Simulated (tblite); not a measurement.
A tight-binding relaxation on `CC[C@@H]1C[C@@]1([SiH3])N[SiH3]`.

Computed with GFN2-xTB geometry optimisation, gas phase (tblite 0.8.0). Start geometry: from a force field or distance geometry. A driver script takes a list of jobs; this job's settings line and coordinates (Å) are shown.

Command:
```bash
OMP_NUM_THREADS=1 python probes_run.py task.json out
```

Input:
```
{"job": {"kind": "relax", "xc": "GFN2-xTB", "basis": "xTB"}, "charge": 0, "multiplicity": 1}
C      2.438500    -1.365200     0.347800
C      0.925700    -1.150700     0.521500
C      0.473600    -0.326300    -0.624300
C      1.049300     1.066200    -0.851400
C     -0.381100     0.893300    -0.441400
Si    -0.773300     1.522900     1.262800
N     -1.449600     0.965800    -1.441900
Si    -2.410800    -0.527200    -1.161400
H      2.622700    -1.398700    -0.760500
H      3.010500    -0.568000     0.832700
H      2.672000    -2.378700     0.709700
H      0.644300    -0.804900     1.522900
H      0.488500    -2.177800     0.387700
H      0.405500    -0.902900    -1.574500
H      1.764400     1.454500    -0.086800
H      1.234000     1.398800    -1.862000
H     -1.523300     0.574000     2.063700
H      0.463700     1.978800     1.923700
H     -1.618900     2.733300     1.061200
H     -2.019600     1.833700    -1.357600
H     -2.449000    -1.394400    -2.333800
H     -3.755900    -0.094600    -0.738400
H     -1.816300    -1.304900    -0.030500
```

Estimate the output.

```
step      E/eV     max force
  0    -672.28418    1.796
  1    -672.46267    0.966
  2    -672.55992    0.582
  3    -672.62134    0.639
  4    -672.68807    0.478
  5    -672.73384    0.494
  6    -672.77331    0.384
  7    -672.80455    0.377
  8    -672.82858    0.352
  9    -672.84879    0.273
... (165 lines left out)
175    -673.23058    0.014
176    -673.23064    0.022
177    -673.23071    0.031
178    -673.23079    0.029
179    -673.23087    0.025
180    -673.23093    0.020
181    -673.23097    0.016
182    -673.23100    0.018
183    -673.23103    0.013
184    -673.23106    0.009
```

«max force» is the largest atomic force in eV/Å.

From which step on does the largest force stay under 0.1 eV/Å, and how much energy is left to gain from there?

From step 91 (0.100 eV/Å), 19.3 meV above the end.

Summary of the converged run: energy lowered by 21.8 kcal/mol over 184 steps; largest atomic force 0.009 eV/Å at the end.

How long does this job take on Arm Neoverse N1, one thread (shared host)?

About 2.9 s.
Labels such as C1 count atoms from 1, the log's own numbers from 0.
